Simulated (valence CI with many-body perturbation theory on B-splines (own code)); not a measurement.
Results of a calculation; reference values are marked as such.
# Hyperfine factors and g values of Bi70+

Level of theory: valence CI with perturbative core correlation (CI+MBPT): three valence electrons over a frozen Dirac-Fock core [Ne], a basis of 11 s, 11 p, 9 d, 7 f, 5 g, 2 h, 1 i functions for each j, with the one-electron correlation potential Σ1, the two-electron term Σ2, the three-electron term Σ3, Breit, model QED; selected CI, second order for the rest (own B-spline code, finite nucleus).

No measured spectrum was set against this ion. As an estimate, large intervals hold to a few tenths of a per cent, small ones and those within an open d or f shell to about a per cent.

A/g_I is the dipole constant over the nuclear g factor μ/I (μ in nuclear magnetons, uniformly magnetised nucleus), B/Q the quadrupole constant per barn. Both hold the static response of the core; the bare values leave it out. Large factors of s and p1/2 electrons are usually good to 5 to 10 %; those of open d and f shells near neutrality can be off by tens of per cent, and small factors of p3/2, d and f electrons come from cancelling terms and can be off by a factor of two or in sign, in half-filled shells by more. B is blank for J = 1/2, where it vanishes, and for nearly pure S terms. Energies count from the lowest level.

Levels are named by their leading jj configuration (3d3/2^4 stands for four electrons in 3d with j = 3/2), which in mixed levels can hold well under half, so a name can repeat and another be missing. Letters in brackets count levels of one name in rising energy.

| Level | E (× 10³ cm⁻¹) | g | A/g_I (MHz) | A/g_I bare | B/Q (MHz/b) | B/Q bare |
| --- | --- | --- | --- | --- | --- | --- |
| (3s^2 3p1/2) J=1/2 | 0.00 | 0.641 | 3510000 | 3460000 |  |  |
| (3s 3p1/2^2) J=1/2 | 1637.0 | 2.061 | 1.03e+07 | 1.01e+07 |  |  |
| (3s^2 3p3/2) J=3/2 | 5102.2 | 1.316 | 332000 | 330000 | 675000 | 668000 |
| (3s 3p1/2 3p3/2) J=3/2 [a] | 6446.7 | 1.611 | 2200000 | 2170000 | 550000 | 544000 |
| (3s 3p1/2 3p3/2) J=5/2 | 6620.2 | 1.325 | 2930000 | 2880000 | 585000 | 578000 |
| (3s 3p1/2 3p3/2) J=3/2 [b] | 6801.1 | 0.969 | 323000 | 324000 | 289000 | 286000 |
| (3s 3p1/2 3p3/2) J=1/2 | 6906.0 | 1.279 | -4010000 | -3920000 |  |  |
| (3s^2 3d3/2) J=3/2 | 7301.5 | 0.830 | 46000 | 52900 | 170000 | 171000 |
| (3s^2 3d5/2) J=5/2 | 8329.8 | 1.188 | 105000 | 109000 | 137000 | 139000 |
| (3s 3p1/2 3d3/2) J=3/2 [a] | 8372.3 | 0.837 | -316000 | -303000 | 299000 | 299000 |
| (3p1/2^2 3p3/2) J=3/2 | 8497.7 | 0.941 | 121000 | 125000 | 387000 | 384000 |
| (3s 3p1/2 3d3/2) J=5/2 | 8583.9 | 1.009 | 2850000 | 2800000 | 72700 | 76200 |
| (3s 3p1/2 3d3/2) J=1/2 | 8837.5 | 0.407 | -4300000 | -4210000 |  |  |
| (3s 3p1/2 3d3/2) J=3/2 [b] | 8921.0 | 1.266 | 2490000 | 2450000 | 146000 | 146000 |
| (3s 3p1/2 3d5/2) J=5/2 [a] | 9708.9 | 1.346 | 962000 | 950000 | 130000 | 133000 |
| (3s 3p1/2 3d5/2) J=7/2 | 9850.5 | 1.228 | 2020000 | 1990000 | 60600 | 64300 |
| (3s 3p1/2 3d5/2) J=5/2 [b] | 9943.6 | 1.031 | -26000 | -18800 | 136000 | 138000 |
| (3s 3p1/2 3d5/2) J=3/2 | 9981.0 | 1.110 | -2510000 | -2450000 | 75100 | 76900 |
| (3p1/2^2 3d3/2) J=3/2 | 10397 | 0.774 | 182000 | 183000 | 118000 | 121000 |
| (3s 3p3/2^2) J=5/2 | 11651 | 1.413 | 2140000 | 2100000 | 98300 | 97500 |
| (3p1/2^2 3d5/2) J=5/2 | 11673 | 1.207 | 256000 | 260000 | 110000 | 112000 |
| (3s 3p3/2^2) J=1/2 | 12006 | 1.937 | 1.04e+07 | 1.02e+07 |  |  |
| (3s 3p3/2^2) J=3/2 | 12072 | 1.186 | -1670000 | -1630000 | -76600 | -75700 |
| (3p1/2 3p3/2^2) J=5/2 | 13424 | 1.180 | 1440000 | 1420000 | 41800 | 41600 |
| (3p1/2 3p3/2^2) J=3/2 | 13484 | 1.424 | 37400 | 48100 | -2580 | -2710 |
| (3p1/2 3p3/2^2) J=1/2 | 13640 | 0.991 | 5580000 | 5470000 |  |  |
| (3s 3p3/2 3d3/2) J=3/2 [a] | 13689 | 1.264 | 879000 | 870000 | 12300 | 9850 |
| (3s 3p3/2 3d3/2) J=1/2 [a] | 13710 | 1.838 | 2460000 | 2420000 |  |  |
| (3s 3p3/2 3d3/2) J=5/2 [a] | 13749 | 1.186 | 810000 | 803000 | 319000 | 315000 |
| (3s 3p3/2 3d3/2) J=7/2 | 13755 | 1.208 | 1670000 | 1650000 | 755000 | 750000 |
| (3s 3p3/2 3d3/2) J=3/2 [b] | 14031 | 0.989 | 545000 | 541000 | -344000 | -339000 |
| (3s 3p3/2 3d3/2) J=5/2 [b] | 14136 | 0.971 | -284000 | -272000 | 365000 | 365000 |
| (3s 3p3/2 3d3/2) J=1/2 [b] | 14198 | 0.611 | 2410000 | 2370000 |  |  |
| (3s 3p3/2 3d5/2) J=9/2 | 14621 | 1.316 | 1290000 | 1280000 | 821000 | 815000 |
| (3s 3p3/2 3d5/2) J=5/2 [a] | 14828 | 1.339 | 1960000 | 1930000 | -364000 | -359000 |
| (3s 3p3/2 3d5/2) J=7/2 [a] | 14902 | 1.254 | 832000 | 823000 | 391000 | 389000 |
| (3s 3p3/2 3d5/2) J=3/2 [a] | 14941 | 1.135 | -972000 | -945000 | -381000 | -377000 |
| (3s 3p3/2 3d5/2) J=7/2 [b] | 15091 | 1.192 | -178000 | -167000 | 396000 | 396000 |
| (3s 3p3/2 3d5/2) J=1/2 | 15167 | 0.728 | -3310000 | -3240000 |  |  |
| (3p1/2 3p3/2 3d3/2) J=5/2 [a] | 15245 | 0.944 | 938000 | 925000 | -49200 | -47400 |

Question: Take the isotope of mass number 207, with I = 9/2, μ = 4.0729 μN, leaving out the quadrupole term. What is the hyperfine structure of (3s^2 3d3/2) J=3/2?

Answer: From the table A = 41700 MHz. Shifts from the centre of gravity in MHz: F = 3: -344000, F = 4: -177000, F = 5: 31300, F = 6: 281000.
